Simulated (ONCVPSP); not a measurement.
Before and after: ONCV potential for Eu

ONCVPSP 4.0.1 input, shortened (lines: element, Z, core and valence counts, functional; n l f; lmax; l rc ep ncon nbas qcut; lloc lpopt rc5 dvloc0; l nproj debl; icmod fcfact rcfact), PBE, fully relativistic:

```
  Eu 63.00   10    4        4      upf
    1    0    2.00
    2    0    2.00
    2    1    6.00
    3    0    2.00
    3    1    6.00
    3    2   10.00
    4    0    2.00
    4    1    6.00
    4    2   10.00
    4    3    6.00
    5    0    2.00
    5    1    6.00
    5    2    1.00
    6    0    2.00
    2
    0    2.55    0.00    4    7    5.90
    1    1.50    0.00    3    6    5.10
    2    3.30    0.00    4    9    5.60
    4    5    1.30    0.00
    0    3    3.00
    1    2    2.00
    2    3    2.10
    1    0.60    0.00
```

Open shells are filled in proportion to 2j + 1.

All-electron outer shells of the reference configuration (PBE, scalar-relativistic, ld1.x):

```tsv
shell	level (eV)	outermost node (bohr)	outermost maximum (bohr)
5s	-48.22	0.67	1.21
5p	-26.63	0.72	1.38
4f	-8.36	–	0.59
6s	-4.06	1.63	3.43
5d	-2.64	0.81	1.98
```

Change: all radii but the core radius scaled by about 1.04 (s 2.66, p 1.56, d 3.44 bohr); local potential polynomial inside 1.36 bohr (lpopt 5, dvloc0 0 Ha).

Cutoffs: the cutoffs (Ha) at which the residual kinetic energy of the hardest occupied pseudo-wave falls to 1 and 0.1 mHa per electron; they do not see the model core or the augmentation charge, which bear on the density cutoff. Errors are all-electron minus pseudo energies relative to the spin-unpolarised reference configuration.

What does the change do?

The potential gets softer (40 Ha and 68 Ha → 27 Ha and 61 Ha); the errors of the 3 common tests hardly move; neither file shows a bound ghost. A larger radius leaves more room for a smooth pseudo-wave, so fewer plane waves are needed.

```tsv
quantity	base	changed
cutoff, loose	40 Ha	27 Ha
cutoff, tight	68 Ha	61 Ha
loose cutoff by channel	s 9.1 Ha, p 40 Ha, d 7.8 Ha	s 8.7 Ha, p 27 Ha, d 7.6 Ha
bound ghosts	none	none
GHOST(+) flags under 300 eV	s at 105.9 eV, p1/2 at 227.7 eV	s at 117.6 eV, p3/2 at 209.2 eV, p1/2 at 220.2 eV
tests counted as reliable (solved cleanly; for ONCVPSP, near-neutral configurations with less than one 5d electron left out)	3 of 4	3 of 4
error for 5s2 5p6 5d1 6s1, meV [ΔE 6.55 eV]	-3.0	-3.1
error for 5s2 5p6 5d1 6s0, meV [ΔE 18.48 eV]	-22	-23
error for 5s2 5p6 5d2 6s1, meV [ΔE 1.61 eV]	-8.6	-8.4
rms error of d²Exc/dni dnj with the model core, mHa	2.09	2.08
```
